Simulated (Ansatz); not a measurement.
The cluster K2S2⁻ was relaxed with r2SCAN-D4 (def2-TZVPD) in Ansatz in these states: charge -1 doublet, charge -1 quartet. The geometries follow in no particular order.

A:

```xyz
4

K     2.214   -1.602   -1.258
K    -2.204    1.609    1.267
S     0.113    0.708   -0.702
S    -0.123   -0.715    0.693
```

B:

```xyz
4

K     1.408    1.502    1.089
K    -0.820   -2.158    0.309
S    -1.140    0.727   -0.155
S     0.552   -0.072   -1.242
```

Q: Judge from the bond lengths which geometry belongs to which state (an estimate).

A: A is the charge -1 quartet (K1–K2 6.017 Å, K2–S4 3.172 Å, K1–S3 3.172 Å); B is the charge -1 doublet (K1–K2 4.355 Å, K2–S4 2.939 Å, K1–S3 2.939 Å).

At r2SCAN-D4/def2-TZVPD the highest occupied level of the charge -1 quartet lies above zero (up to 0.40 eV). It is a level of α spin, whose loss leaves a triplet; that state wasn't run at this geometry and level. The electron is either unbound and held by the finite basis, or the level is raised by self-interaction error. At r2SCAN-D4/def2-TZVPD the highest occupied level of the charge -1 doublet lies above zero (up to 0.59 eV). By energy differences its removal costs 0.44 eV (vertical, to the charge 0 singlet, at r2SCAN-D4/def2-TZVPD); a positive level beside a positive removal energy at the same level points to self-interaction error. At PBE0-D4/def2-TZVPD a doublet lies 0.88 eV below the charge -1 quartet. These are the stationary points nearest to one start from a short search; other shapes may lie lower in each state.
